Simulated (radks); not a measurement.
Fractional charge and spin in the 4d shell of rhodium: the spin-up occupation runs from 4 to 5 and the spin-down occupation from 2 to 3; the fullest corner is Rh, [Kr] 5s(up 0.5, down 0.5) 4d(up 5, down 3). Calculated with a radial shooting solver on a logarithmic mesh with Libxc functionals: scalar-relativistic Kohn-Sham, r2SCAN, spin-polarised, spherical densities, finite nucleus; meta-GGA in the generalised Kohn-Sham scheme; Fermi nuclear charge, rms radius of each element as measured or else 0.836 A^(1/3) + 0.57 fm. Energy (eV) minus the two flat planes that join the four corners (they meet along the diagonal where the two added fractions sum to one electron); zero is where a piecewise linear energy would lie.

\begin{tabular}{lrrr}
down \ up & 4 & 4.5 & 5 \\ \hline
2 & 0.000 & -1.553 & 0.000 \\
2.5 & -1.509 & 0.237 & -1.269 \\
3 & 0.000 & -1.313 & 0.000 \\
\end{tabular}

Corners above the fullest one (they belong to Rh+ and the next ion): (up 5, down 2) 10.033 eV, (up 4, down 3) 11.917 eV, (up 4, down 2) 34.222 eV. With half an added electron in each spin the energy lies 0.237 eV from the planes, and with half an added electron in spin up alone -1.553 eV. The planes are only a guide here: the flat-plane condition holds for ground states with one frontier orbital, while this shell lies below other occupied shells, so the corners above the fullest one are inner-hole states and not the ground states of those ions.
